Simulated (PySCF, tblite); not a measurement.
Isomers of C14H12. All values are computed: GFN2-xTB (tblite) harmonic vibrations without scaling, gas phase. This tight-binding method is rough: wavenumbers can miss measured ones by several per cent, in bad cases by 10 to 20. One conformer each.

Electronic energies: PBE0-D3(BJ)/def2-SVP at its own geometries (PySCF, gas phase).

| SMILES | electronic energy, lowest = 0 (kJ/mol) |
| --- | --- |
| CC1c2ccccc2-c2ccccc21 | 0.0 |
| c1ccc2c(c1)Cc1ccccc1C2 | 3.8 |
| C(=C\c1ccccc1)/c1ccccc1 | 105.5 |

Problem. How do GFN2-xTB zero-point energies change the relative energies?

Solution. 
```json
{"SMILES": "CC1c2ccccc2-c2ccccc21", "ZPE (kJ/mol)": "552.6", "of it from modes above 1550 cm⁻¹": "257.5", "electronic (kJ/mol)": "0.0", "with ZPE, lowest = 0 (kJ/mol)": "0.0", "lowest mode (cm⁻¹)": "77", "rings": "3"}
{"SMILES": "c1ccc2c(c1)Cc1ccccc1C2", "ZPE (kJ/mol)": "554.4", "of it from modes above 1550 cm⁻¹": "256.0", "electronic (kJ/mol)": "3.8", "with ZPE, lowest = 0 (kJ/mol)": "5.6", "lowest mode (cm⁻¹)": "55", "rings": "3"}
{"SMILES": "C(=C\\c1ccccc1)/c1ccccc1", "ZPE (kJ/mol)": "546.3", "of it from modes above 1550 cm⁻¹": "268.6", "electronic (kJ/mol)": "105.5", "with ZPE, lowest = 0 (kJ/mol)": "99.2", "lowest mode (cm⁻¹)": "6i", "rings": "2"}
```

The zero-point energies span 8.1 kJ/mol, from `C(=C\c1ccccc1)/c1ccccc1` to `c1ccc2c(c1)Cc1ccccc1C2`. Slightly imaginary modes are left out of the zero-point energy: `C(=C\c1ccccc1)/c1ccccc1` 5.9i cm⁻¹. The order is unchanged.

Problem. And how do the electronic energies of GFN2-xTB itself compare?

Solution. `CC1c2ccccc2-c2ccccc21` 1.0; `c1ccc2c(c1)Cc1ccccc1C2` 0.0; `C(=C\c1ccccc1)/c1ccccc1` 136.2 kJ/mol, lowest = 0. Against the energies above, taken from the same isomer `CC1c2ccccc2-c2ccccc21`, the largest difference is 29.7 kJ/mol. The two levels were optimised apart and needn't hold the same conformer.
